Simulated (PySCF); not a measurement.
Atomic charges by several schemes

Species: H₁₁NSi₄.
Numbering: `[SiH3:1][SiH2:2][N:3]([SiH3:4])[SiH3:5]` (hydrogens: H6, H7, H8 on Si1; H9, H10 on Si2; H11, H12, H13 on Si4; H14, H15, H16 on Si5)

Cartesian coordinates in Å at the GFN2-xTB level; atoms count from 1:
```xyz
16
H11NSi4 angstrom
Si     2.4467   -0.3344    0.4683
Si     0.7018   -0.6080   -1.0115
N     -0.7938    0.0234   -0.3441
Si    -1.7184   -0.9560    0.7583
Si    -1.1179    1.7306   -0.4413
H      3.6988   -0.8635   -0.0861
H      2.2603   -1.0228    1.7531
H      2.7279    1.0655    0.8152
H      0.4100   -2.0089   -1.3495
H      0.8785    0.0952   -2.2907
H     -3.1045   -0.4991    0.7121
H     -1.6057   -2.3423    0.3103
H     -1.1831   -0.8282    2.1196
H     -0.4480    2.4367    0.6582
H     -0.5966    2.2013   -1.7228
H     -2.5636    1.9196   -0.3606
```

Density: PBE0/pcSseg-1 (PySCF); schemes: Mulliken, IAO, Hirshfeld and ESP-fitted. Geometry: GFN2-xTB, one conformer, isolated molecule.

Q: Atoms with like bonding are taken together and averaged. Which atoms carry the highest charge in the Mulliken, IAO, Hirshfeld and ESP-fitted schemes?

A: All schemes agree: Mulliken Si4/Si5 (+0.637); IAO Si4/Si5 (+0.733); Hirshfeld Si4/Si5 (+0.344); ESP-fitted Si4/Si5 (+0.439).

Q: Do the Mulliken, IAO, Hirshfeld and ESP-fitted schemes agree on where the charge is lowest?

A: All schemes agree: Mulliken N3 (-1.073); IAO N3 (-1.025); Hirshfeld N3 (-0.345); ESP-fitted N3 (-0.451).

Q: For which atoms does the sign change between the 4 schemes (beyond +0.03 e in one, beyond −0.03 e in another)?

A: For none.

Q: What partial charge does each atom carry?

A: In e; atoms taken as equivalent share a row and are averaged (×n: the atom named and its like, n in all):

```json
{"atom": "Si1", "environment": "SiH3 silicon", "Mulliken": "+0.184", "IAO": "+0.247", "Hirshfeld": "+0.206", "ESP-fitted": "+0.168"}
{"atom": "Si2", "environment": "SiH2 silicon", "Mulliken": "+0.419", "IAO": "+0.593", "Hirshfeld": "+0.284", "ESP-fitted": "+0.321"}
{"atom": "N3", "environment": "nitrogen bridging silicon atoms", "Mulliken": "-1.073", "IAO": "-1.025", "Hirshfeld": "-0.345", "ESP-fitted": "-0.451"}
{"atom": "Si4/Si5", "environment": "SiH3 silicon", "Mulliken": "+0.637", "IAO": "+0.733", "Hirshfeld": "+0.344", "ESP-fitted": "+0.439"}
{"atom": "H6/H7/H8", "environment": "Si–H hydrogen", "Mulliken": "-0.056", "IAO": "-0.094", "Hirshfeld": "-0.073", "ESP-fitted": "-0.065"}
{"atom": "H9/H10", "environment": "Si–H hydrogen", "Mulliken": "-0.047", "IAO": "-0.108", "Hirshfeld": "-0.074", "ESP-fitted": "-0.075"}
{"atom": "H11 (×6)", "environment": "Si–H hydrogen", "Mulliken": "-0.090", "IAO": "-0.131", "Hirshfeld": "-0.078", "ESP-fitted": "-0.095"}
```

Mean size of the charges over all atoms: IAO 0.288 e, Mulliken 0.235 e, ESP-fitted 0.171 e, Hirshfeld 0.147 e. Each set sums to the total charge, 0, to within 0.001 e. The Hirshfeld scheme divides the density at each point in proportion to the densities of the neutral, spherically averaged free atoms. The Mulliken scheme gives each basis function's population to the atom it is centred on and halves the overlap population of two atoms between them.

Q: How many electrons does the Hirshfeld scheme count on Si5?

A: Its own charge is +0.344 e, so Z − q = 13.656.

Q: How closely do the schemes follow one another over all atoms?

A: Correlation coefficient and root-mean-square difference: Hirshfeld with ESP-fitted 0.99, 0.046 e; Mulliken with IAO 0.99, 0.070 e; IAO with ESP-fitted 0.99, 0.193 e; IAO with Hirshfeld 0.97, 0.235 e; Mulliken with ESP-fitted 0.96, 0.173 e; Mulliken with Hirshfeld 0.93, 0.213 e.

Q: Sum the charges by element, for elements with more than one atom.

A: 
```tsv
element	atoms	Mulliken	IAO	Hirshfeld	ESP-fitted
Si	4	+1.877	+2.306	+1.177	+1.367
H	11	-0.804	-1.280	-0.833	-0.915
```
